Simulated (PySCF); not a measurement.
Molecule: `InChI=1S/C8H8O/c1-6-4-3-5-8(6)7(2)9/h3-5H,1H2,2H3`.

Bonds (- single, = double, # triple, : aromatic): C1=C2, C2-C3, C3=C4, C4-C5, C5=C6, C6-C7, C7-C8, C7=O9, C6-C2. C1 carries H10, H11; C3 carries H12; C4 carries H13; C5 carries H14; C8 carries H15, H16, H17. H11 is cis to C3; H10 is trans to C3.

Frames of a GFN2-xTB Langevin trajectory at 300 K; GIAO PBE0/pcSseg-1 shieldings in PySCF, gas phase, non-relativistic; equivalent atoms averaged within each frame.

Chemical shifts δ = σref − σ; 13C (186.93 ppm), 1H (31.72 ppm) vs TMS; H2O for 17O (336.08 ppm), all at this level. The references are static minima.

**Question.** How do the shifts (ppm) fluctuate along the trajectory?

**Answer.** 
```tsv
time (fs)	C7	C2	C1	C5	C4	C3	C6	C8	O9	H10
optimised geometry	197.6	155.3	148.8	149.7	136.6	139.5	134.7	29.8	633.3	8.15
250	201.5	154.0	153.9	150.6	139.1	137.4	132.3	33.7	684.8	7.54
425	195.1	159.7	145.9	157.2	140.0	142.8	146.3	30.5	633.2	8.78
625	206.2	152.7	144.2	143.7	140.3	137.4	139.5	35.8	665.2	7.47
800	204.4	153.7	147.7	153.1	137.0	127.1	141.6	26.8	634.0	7.94
1000	207.1	162.5	148.8	149.3	138.8	146.7	134.4	26.6	656.5	8.38
mean of frames	202.9	156.5	148.1	150.8	139.0	138.3	138.8	30.7	654.7	8.02
standard deviation	4.9	4.3	3.7	5.0	1.3	7.4	5.6	4.1	21.9	0.56
```

5 frames give an uncertainty of the mean of about the standard deviation over 2.2 at best, since frames this close in time may not be independent; classical motion lacks zero-point vibration, and the reference would need the same averaging.
